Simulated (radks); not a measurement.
Q: Species: F IV. Configuration: [He] 2s2 2p2 (the NIST ground configuration). All-electron calculation, Dirac Kohn-Sham, B86b exchange with PBE correlation, spin-unpolarised, spherical densities, finite nucleus; open shells are shared between the two j in proportion to 2j + 1; Fermi nuclear charge, rms radius 2.8976 fm. Program: a radial shooting solver on a logarithmic mesh with Libxc functionals. Some entries of the table are withheld. Estimate them.

orbital,occ.,eigenvalue (eV),<1/r> (bohr^-1),<r> (bohr)
1s1/2,2,(1),8.642,0.1760
2s1/2,2,-91.2828,1.663,0.8763
2p1/2,0.666667,(2),(3),(4)
2p3/2,1.33333,(5),(6),(7)

A: 
(1) 1s1/2 eigenvalue (eV): -741.8555
(2) 2p1/2 eigenvalue (eV): -72.9091
(3) 2p1/2 <1/r> (bohr^-1): 1.571
(4) 2p1/2 <r> (bohr): 0.8270
(5) 2p3/2 eigenvalue (eV): -72.8079
(6) 2p3/2 <1/r> (bohr^-1): 1.568
(7) 2p3/2 <r> (bohr): 0.8281
